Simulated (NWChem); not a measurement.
Species: LiOH; SMILES [Li][OH]

Program: NWChem. All runs use the structure optimised with PBE0/def2-SVP. Vertical excitations in the gas phase; the lowest state need not have the same character in each row.

For level PBE/aug-cc-pVDZ, TDA:

- lowest excitation, singlet (eV) = 3.45
- lowest triplet (eV) = 3.36
- orbital gap (eV) = 3.47

Question: What are these values for level BHandHLYP/aug-cc-pVDZ, TDA?

Answer: 
| Item | Result |
|---|---|
| lowest excitation, singlet (eV) | 4.85 |
| lowest triplet (eV) | 4.79 |
| orbital gap (eV) | 7.19 |
